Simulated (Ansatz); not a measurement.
CH5Bi (SMILES [CH3][BiH2]) moved off its minimum; all values from Ansatz (a quantum-chemistry and plane-wave program), cores frozen in correlated methods. Elements past Kr take the def2 small-core potentials, without spin–orbit coupling.
(charge 0, multiplicity 1)
```xyz
7

Bi    -0.10504    -0.18928     0.14039
H      0.11335    -1.38745    -1.05871
H     -1.68938     0.45694    -0.62652
C      1.14824     1.43770    -1.11089
H      1.00753     2.28318    -0.71193
H      0.89144     1.24904    -2.11085
H      2.16056     1.06523    -1.05186
```

Question: Give the forces (eV/Å), the total energy and the dipole at CCSD(T)/def2-TZVPPD.

Answer: 
| atom | Fx | Fy | Fz |
|---|---|---|---|
| Bi1 | -0.326 | 1.958 | 0.322 |
| H2 | 0.107 | -0.877 | -1.024 |
| H3 | 0.587 | -0.380 | 0.266 |
| C4 | 1.174 | -7.903 | -1.432 |
| H5 | -1.135 | 6.621 | 2.711 |
| H6 | -0.885 | 0.401 | -1.320 |
| H7 | 0.478 | 0.180 | 0.478 |
Energy -254.6494 hartree, dipole 0.89 D.
